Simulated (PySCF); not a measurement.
**Orbital picture of InC**

B2PLYP at R = 2.228 Å; basis In def2-SVPD with ECP28, C def2-SVPD; scalar-relativistic core potentials; PySCF 2.14. State: ⁴Σ⁻ (quartet), unpaired electrons σ ↑, π ↑↑. Only the outer orbitals are listed, counted within each symmetry, core potentials removing the inner ones.

```
spin  orbital  occ.  ε (eV)  on In (%)           main shells (%)
   α       5σ     1  -18.08         13                    86 C s
   α       6σ     1  -10.67         64           64 In s, 29 C p
   α       3π     1   -7.58         12           87 C p, 10 In p
   α       3π     1   -7.58         12           87 C p, 10 In p
   α       7σ     1   -6.98         53  44 C p, 31 In p, 21 In s
   α       4π     0   -0.69         92                   88 In p
   α       4π     0   -0.69         92                   88 In p
   β       5σ     1  -13.52         30           68 C s, 24 In s
   β       6σ     1   -8.56         78           71 In s, 21 C s
   β       3π     0   -1.33         89           89 In p, 12 C p
   β       3π     0   -1.33         89           89 In p, 12 C p
   β       7σ     0   -0.79         60   47 In p, 26 C p, 14 C s
```

Q: Which are the highest filled and the lowest empty level, where do they sit, and how wide is the gap?

A: Highest filled α 7σ at -6.98 eV (in %: 44 C p, 31 In p, 21 In s); lowest empty β 3π at -1.33 eV (in %: 89 In p, 12 C p); the gap at B2PLYP is 5.65 eV.

| Quantity | Value |
| --- | --- |
| bond order (Mayer) | 1.03 |
| ⟨S²⟩ | 3.759 |
| charge on In (Mulliken, basis-dependent) | 0.41 |
| charge on In (Löwdin, basis-dependent) | 0.37 |
| dipole moment (positive dipole means In(−)C(+)) | -2.88 D |

Correlated steps freeze 5 core orbitals. Spin–orbit coupling is left out. B2PLYP dipoles, levels and charges come from its SCF part alone. The state is the lowest determinant that a PBE0 search found; another state may lie lower at other levels.
